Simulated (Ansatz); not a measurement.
Job for Ansatz (a quantum-chemistry and plane-wave program): R-CCSD(T)/cc-pVDZ on C5H10 (SMILES C=CCCC).

Ansatz 0.2 input:
```yaml
crystal:
  periodic: [false, false, false]
  atoms:
    - {symbol: C, position_ang: [2.56399326, 0.08211722, -0.56514253]}
    - {symbol: C, position_ang: [1.57326350, -0.46237321, 0.12944253]}
    - {symbol: C, position_ang: [0.12710870, -0.42966054, -0.25459743]}
    - {symbol: C, position_ang: [-0.74869574, 0.29032045, 0.77821247]}
    - {symbol: C, position_ang: [-2.22761370, 0.28338032, 0.40408342]}
    - {symbol: H, position_ang: [3.59107614, 0.03273728, -0.22678977]}
    - {symbol: H, position_ang: [2.38171737, 0.59614121, -1.50258099]}
    - {symbol: H, position_ang: [1.80267237, -0.96581967, 1.06618045]}
    - {symbol: H, position_ang: [-0.24146819, -1.45658263, -0.36668138]}
    - {symbol: H, position_ang: [0.01569832, 0.05142959, -1.23071567]}
    - {symbol: H, position_ang: [-0.61316434, -0.18267671, 1.75589329]}
    - {symbol: H, position_ang: [-0.39547644, 1.31975952, 0.88502257]}
    - {symbol: H, position_ang: [-2.39183558, 0.77618637, -0.55718259]}
    - {symbol: H, position_ang: [-2.60737368, -0.73780274, 0.32035022]}
    - {symbol: H, position_ang: [-2.82990195, 0.80284351, 1.15144640]}
basis:
  gaussian:
    orbitals: cc-pVDZ
magnetization: {spin_polarized: false}
correlation: {method: ccsd_t, electrons: outside_noble_gas}
scf: {lower_state_search: off}
```

The head of its log:

```
WARN ansatz: RAYON_NUM_THREADS=1 ignored (pool sized by the plan → 1); use --threads N
Functional definition: HF
these checks for a lower state are left out or cut short: stability, starts, cluster_reference, orbital_swaps, neighbouring_geometries, increment
integrals: 0.20 GiB planned
1085 factors; integrals over basis functions are off by at most 1.1e-3 eV
mean field: 0.33 GiB planned
mean field evaluation 1: about -5307.1998 eV, gradient 3.2e1 eV
mean field evaluation 2: about -5307.4197 eV, gradient 3.1e1 eV
mean field evaluation 4: about -5310.4588 eV, gradient 3.2e0 eV
mean field evaluation 8: about -5310.4942 eV, gradient 1.7e-1 eV
mean field -5310.49432068 eV, -195.1570667026 hartree, gradient 7.2e-7 eV, S^2 0.000000; 0 other end points of the search recorded, 0 dependent functions left out
5 core orbitals not correlated
reference -5310.49432068 eV, -195.1570667026 hartree; 15, 15 occupied and 100, 100 virtual orbitals, 1085 factors
```

Question: What total energy does the run end on?

Answer: -195.9526 hartree (reference determinant -195.1571, T1 diagnostic 0.008).
